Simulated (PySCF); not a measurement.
Input file for PySCF: R-B3LYP/6-31G* on CH4 (SMILES C) with ghost functions, monomers drawn apart or pushed together.

```python
from pyscf import gto, scf, dft, mp
from pyscf.data.elements import chemcore

mol = gto.M(
    atom='''
    C     0.00378860   -0.05332310    0.07245600
    H     0.09211875   -0.01137116   -1.01206274
    H    -1.04859502   -0.11948608    0.34600015
    H     0.52965188   -0.93188648    0.44388972
    H     0.43876912    0.84734216    0.50382329
    ghost-O   -0.33767078   -0.90891526    6.21917843
    ghost-C   -0.01229500    0.20392611    6.20757476
    ghost-O    0.31302517    1.31698382    6.19929611
    ''',
    basis='6-31g*',
    cart=True,
    charge=0, spin=0, verbose=3, max_memory=1800)
mf = dft.RKS(mol, xc='b3lyp')
mf.conv_tol = 1e-8
mf.max_cycle = 100
mf.kernel()
if not mf.converged:
    mf = mf.newton().run(mf.mo_coeff, mf.mo_occ)
```

Program output:

```
converged SCF energy = -40.5183355319909
```

Self-consistency was reached.

Cost: very roughly 2.4 core-seconds.
